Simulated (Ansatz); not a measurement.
`[SiH3]N[SiH2][SeH]` + `[OH][GeH2][SH]` → `[SiH3]N[SiH2]S` + `[OH][GeH2][SeH]`  (redistribution)

Computed with Ansatz on PBE0-D4/def2-TZVP structures; ΔE is electronic, products minus reactants. CCSD(T)/CBS adds triple-zeta CCSD(T) − MP2 to the extrapolated MP2 energy (def2 sets, frozen cores). Functionals use def2-TZVPP. B3LYP here is the variant with VWN-RPA as its local correlation; programs differ in this. For Ge, Se outer-core shells are correlated without core-valence functions, which leaves a few kJ/mol of doubt a bond. Scalar relativity is left out up to krypton. Each species was taken in one conformer, which may not be the lowest.

| level | ΔE (kJ/mol) |
| --- | --- |
| PBE-D4 | -8.5 |
| PBE0-D4 | -8.6 |
| B3LYP-D4 | -8.9 |
| MP2/def2-TZVPP | -8.1 |

Question: What does CCSD(T)/CBS give? (Estimate.)

Answer: Ansatz gave: -7.4 kJ/mol. The listed levels differ from it by -1.1, -1.2, -1.5, -0.7 kJ/mol.

Largest T1 diagnostic among the species: 0.012.
